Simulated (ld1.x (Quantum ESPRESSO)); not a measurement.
**nickel (Ni): one change to a TM semilocal potential, before and after**

ld1.x (Quantum ESPRESSO) 7.5 input, shortened:

```
&input
   title='Ni', zed=28., rel=1, dft='PZ', iswitch=3,
   config='[Ar] 3d8 4s1.5 4p0'
 /
 &inputp
   pseudotype=1, tm=.true., lloc=0,
   nlcc=.false.
 /
3
4P  2  1   0.00   0.00  3.10  3.10  0.0
3D  3  2   8.00   0.00  1.20  1.20  0.0
4S  1  0   1.50   0.00  2.10  2.10  0.0
 &test
   configts(1)='3d8 4s1.5 4p0'
 /
```

Change: all radii scaled by about 1.22 (s 2.56, p 3.78, d 1.46 bohr).

Cutoffs: the cutoffs (Ry, on a coarse ladder) from which the occupation-weighted sum of valence levels, in a spherical-Bessel basis at the reference potential, stays within 10 and 1 mRy of its value at 400 Ry; they do not see the model core or the augmentation charge, which bear on the density cutoff. Errors are all-electron minus pseudo energies relative to the spin-unpolarised reference configuration.

Question: Predict the effect on cutoff, ghosts and configuration errors.

Answer: The potential gets softer (160 Ry and 300 Ry → 140 Ry and 230 Ry); of the 9 tests that both files solve, the error grows in 3 and shrinks in 4 by more than 15 % and 0.3 meV (median size 9.8 → 119.8 meV); neither file shows a bound ghost. A larger radius leaves more room for a smooth pseudo-wave, so fewer plane waves are needed. A semilocal file is local in each channel, so a ghost entry of none says nothing of the separable form that plane-wave codes build from it.

| quantity | base | changed |
| --- | --- | --- |
| cutoff, loose | 160 Ry | 140 Ry |
| cutoff, tight | 300 Ry | 230 Ry |
| loose cutoff by channel (10 mRy a level) | d 140 Ry, s 8 Ry | d 110 Ry, s 8 Ry |
| bound ghosts | none | none |
| error for 3d8 4s2 4p0, meV [ΔE -3.84 eV] | +0.4 | +1.1 |
| error for 3d8 4s1 4p0, meV [ΔE 5.76 eV] | -0.5 | +0.1 |
| error for 3d8 4s0 4p0, meV [ΔE 23.42 eV] | +1.0 | +0.2 |
| error for 3d7 4s2 4p1, meV [ΔE 6.81 eV] | -208 | -136 |
| error for 3d9 4s0 4p0, meV [ΔE 2.72 eV] | -164 | -120 |
| error for 3d7 4s0 4p0, meV [ΔE 61.22 eV] | +9.8 | -131 |
| error for 3d8 4s0 4p1, meV [ΔE 11.53 eV] | +9.1 | +15 |
| error for 3d8 4s1.5 4p0 (spin-polarised), meV [ΔE -1.06 eV] | +788 | +745 |
| error for 3d8 4s2 4p0 (spin-polarised), meV [ΔE -4.76 eV] | +795 | +743 |
